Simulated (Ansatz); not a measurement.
BF, SMILES `[B]F` (lower singlet) (charge 0, multiplicity 1). This singlet lies 3.62 eV below the relaxed triplet at the level composite: frozen-core CCSD(T) with HF/cc-pV5Z and the correlation energy extrapolated as X^-3 from cc-pVQZ and cc-pV5Z, plus CCSDT(Q) minus CCSD(T) in cc-pVTZ // B3LYP-D3(BJ)/def2-TZVP (Ansatz, a program for electronic structure).

Cartesian coordinates (Å):
```xyz
2

B      0.6325     0.0000     0.0000
F     -0.6325     0.0000     0.0000
```
Charge 0, multiplicity 1.

Task: Give the natural occupations of the active orbitals, the CASSCF energy and the corrected energy for frozen-core fic-MRCISD+Q@CASSCF(2e,2o)/cc-pVTZ // B3LYP-D3(BJ)/def2-TZVP (Ansatz).

Result: 
| Quantity | Result |
|---|---|
| natural occupations | 1.93, 0.07 |
| CASSCF energy | -124.1752 Ha |
| corrected energy | -124.4950 Ha |
| weight of the reference | 0.935 |
